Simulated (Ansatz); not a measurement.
C2H2BF, SMILES `FB1C=C1` at its PBE0-D4/def2-TZVP geometry, where that method's forces vanish. Charge 0, multiplicity 1.

```
atom    x (Å)    y (Å)    z (Å)
  F1  -1.2949  -1.6813  -0.6134
  B2  -0.5232  -0.6793  -0.2478
  C3   0.3319   0.4715  -0.5401
  C4   0.1411   0.1426   0.7641
  H5   0.8784   1.2280  -1.0884
  H6   0.4667   0.5185   1.7256
```

Question: For each bond, give half the difference of the two atoms' forces along it (eV/Å; positive pushes the atoms apart) under PBE-D4, r2SCAN-D4, B3LYP-D4, ωB97M-V in def2-TZVPP. (Best estimate.)

Answer: Computed: 
```tsv
bond	length (Å)	PBE-D4	r2SCAN-D4	B3LYP-D4	ωB97M-V
F1–B2	1.317	0.29	0.09	0.20	0.24
B2–C3	1.463	0.14	0.02	-0.03	-0.02
B2–C4	1.463	0.14	0.02	-0.03	-0.02
C3–C4	1.359	0.46	0.21	0.11	0.14
C3–H5	1.082	-0.07	-0.07	-0.10	-0.14
C4–H6	1.082	-0.07	-0.07	-0.10	-0.14
```

B3LYP here is the variant with VWN-RPA as its local correlation; programs differ in this.
